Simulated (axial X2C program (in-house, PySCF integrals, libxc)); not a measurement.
**Potential curves of TaF⁻, scalar-relativistic**

All values were computed with an in-house all-electron X2C program for linear molecules (integrals from PySCF). Spin-free means the one-electron spin-free X2C Hamiltonian. Basis: Ta dyall-acv3z [14s15p10d7f4g], F dyall-av3z [7s6p3d2f] (cores contracted in-house); Gaussian nuclei, density fitting, unrestricted open shells. Masses: Ta 180.948 u, F 18.998 u.

State: M_S = 3/2, Λ = 1 (beyond evenly filled blocks: π+α, δ+α, δ-α). Energies in cm⁻¹ from the fragments at the same level (Ta + F-). Fits are polynomials in 1 − R0/R over 0.85 to 1.23 times the lowest point R0.

```
 R (Å)    PBE0  CCSD(T)
1.6521  -22582         
1.7281  -27033   -22309
1.7851  -28885   -24494
1.8420  -29815   -25833
1.8990  -30054   -26479
1.9655  -29690   -26536
2.0319  -28839   -26036
2.1174  -27286   -24834
2.2218  -25015         
2.3738  -21506
```

Correlated methods: 13 electrons correlated (number of frozen shells: Ta 5 s, 4 p, 2 d, 1 f; F 1 s), 331 virtual spin orbitals or spinors in MP2, 90 natural virtuals in coupled cluster.

One determinant describes the state; a PBE0 search over occupations chose it and may have missed a lower one. De is counted from the lowest determinant-based energies of the atoms at the same level, without counterpoise correction. CCSD and (T) use frozen natural virtuals with an MP2 correction for the truncation; (T) itself is uncorrected, so its De runs slightly low. PBE0 can misorder states that lie within some tenths of an eV, so this need not be the ground state of the molecule. The nearest other spin-free determinant of the search, M_S = 3/2, Λ = 0, lies 0.24 eV up at the distance of the search. Without a current term, density functionals place determinants with orbital angular momentum somewhat too high. The outer-core s and p shells of the metal are frozen in the correlated rows, which leaves out core–valence correlation; for alkali and alkaline-earth bonds that tends to lengthen them. The highest occupied level of some functionals is positive through self-interaction error; at Hartree–Fock it is bound. The determinant is spin-polarised beyond a pure state at some levels (its spin-free form has ⟨S²⟩ too high), which makes Re and μ there less reliable. The T1 diagnostic is large, a sign of multireference character. With the outer-core shells frozen, correlated bond lengths of heavy atoms tend to come out a few hundredths of an ångström too long. Coupled cluster ran on the points near the minimum only. MP2 and coupled cluster on one determinant become unreliable at the stretched end.

(1) Fit the PBE0 curve near its minimum: give the equilibrium distance, the harmonic wavenumber and the well depth.

(2) What are Re, ωe and De at the CCSD(T) level?

Results:

(1) At PBE0, spin-free: Re = 1.894 Å, ωe ≈ 564 cm⁻¹, De = 3.73 eV to Ta + F-; Be follows as 0.273 cm⁻¹.

(2) At CCSD(T), spin-free: Re = 1.937 Å, ωe ≈ 532 cm⁻¹, De = 3.30 eV to Ta + F-; Be follows as 0.261 cm⁻¹.
